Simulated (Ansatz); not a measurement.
Abridged output of a molecular run in Ansatz:

```
Functional definition: HF
1567 factors; integrals over basis functions are off by at most 1.1e-3 eV
mean field evaluation 1: about -17649.1263 eV, gradient 5.8e1 eV
mean field evaluation 2: about -17649.3219 eV, gradient 5.8e1 eV
mean field evaluation 4: about -17656.2968 eV, gradient 7.7e0 eV
mean field evaluation 8: about -17656.4982 eV, gradient 8.2e-1 eV
mean field evaluation 16: about -17656.5009 eV, gradient 8.4e-6 eV
mean field -17656.50093377 eV, -648.8644413097 hartree, gradient 8.4e-6 eV, S^2 0.000000; 0 other end points of the search recorded, 0 dependent functions left out
8 core orbitals not correlated: weight in the atoms' cores, before any rotation towards them, 1.000 or more for the frozen orbitals, at most 0.000 for the correlated occupied ones
reference -17656.50093377 eV, -648.8644413097 hartree; 20, 20 occupied and 233, 233 virtual orbitals, 1567 factors
second order -33.50449727 eV of doubles, -0.00000000 eV of singles
cycle   1  -32.41887339 eV  change     1.1e0 eV  update   2.1e-1
cycle   2  -33.38839519 eV  change   -9.7e-1 eV  update   1.1e-1
cycle   3  -33.68778823 eV  change   -3.0e-1 eV  update   3.8e-2
cycle   4  -33.68399729 eV  change    3.8e-3 eV  update   1.4e-2
cycle   5  -33.66772614 eV  change    1.6e-2 eV  update   5.6e-3
cycle   6  -33.66837594 eV  change   -6.5e-4 eV  update   2.4e-3
cycle   7  -33.66930956 eV  change   -9.3e-4 eV  update   9.9e-4
cycle   8  -33.66893517 eV  change    3.7e-4 eV  update   4.3e-4
cycle   9  -33.66905243 eV  change   -1.2e-4 eV  update   1.7e-4
cycle  10  -33.66928973 eV  change   -2.4e-4 eV  update   7.1e-5
cycle  11  -33.66913432 eV  change    1.6e-4 eV  update   3.5e-5
cycle  12  -33.66911641 eV  change    1.8e-5 eV  update   2.0e-5
perturbative correction -1.64818917 eV, -0.0605698348 hartree
Total energy: -17691.81823935 eV, -650.1623283509 hartree
```

Its atoms:

```xyz
10

C     0.164    1.376   -0.714
Ta    0.618   -0.470    0.280
N    -1.097   -1.375    0.527
F     1.840   -1.382   -0.815
S     1.363    0.085    2.230
H    -0.519    1.997   -0.130
H    -0.292    1.180   -1.692
H     1.087    1.946   -0.870
H    -1.573   -1.515    1.406
H    -1.593   -1.841   -0.222
```

Question: Which basis set was used?
A. def2-TZVPPD
B. cc-pV(D+d)Z
C. def2-TZVPP
D. def2-SVPD

Answer: C. It gives 261 functions.

Question: Write the keys of the input that set method, charge and spin (a neutral closed shell needs none for the last two).

Answer: 
```yaml
correlation: {method: ccsd_t}
```
